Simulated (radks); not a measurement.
The chromium ion Cr3+, 21 electrons, occupied as [Ar] 3d3.

Method: scalar-relativistic Kohn-Sham, PBEsol, spin-unpolarised, spherical densities, finite nucleus; Fermi nuclear charge, rms radius 3.6452 fm; computed with a radial shooting solver on a logarithmic mesh with Libxc functionals.

Energy parts (Ry):
| part | energy |
|---|---|
| total | -2094.96133 |
| kinetic | 2116.10030 |
| electron-nucleus | -4941.67532 |
| Hartree | 823.50931 |
| exchange-correlation | -92.89562 |

Orbitals (lengths in bohr, moments of r in powers of bohr; <r^-3> diverges for s and p1/2):
orbital  occ.  eigenvalue (Ry)       <r^4>  <r^-3>     <r^2>
1s          2        -434.6628  0.00007613       -  0.005440
2s          2        -51.94590     0.01813       -    0.1017
2p          6        -44.14567     0.01418   361.3   0.08325
3s          2         -8.26507       1.323       -    0.9093
3p          6         -6.14443       1.823   45.15     1.033
3d          3         -2.87216       5.036   3.968     1.524

The highest occupied level is 3d at -39.078 eV. The density falls to 0.001 e/bohr^3 at r = 2.79 bohr. For comparison, the ionisation energy in NIST's Atomic Spectra Database is 49.16 eV (semi-empirical). In exact Kohn-Sham theory the highest level is minus the ionisation energy, but local and semilocal functionals leave it too shallow, through self-interaction and a potential that decays too fast; potentials with the right tail come closer. Summed over all electrons, <r^2> = 13.30 bohr^2, which gives a Langevin (diamagnetic) susceptibility term of -10.5 x 10^-6 cm^3/mol.

Beside tabulated values, note that spin-unpolarised runs miss the spin-polarisation part of the exchange energy of open shells.
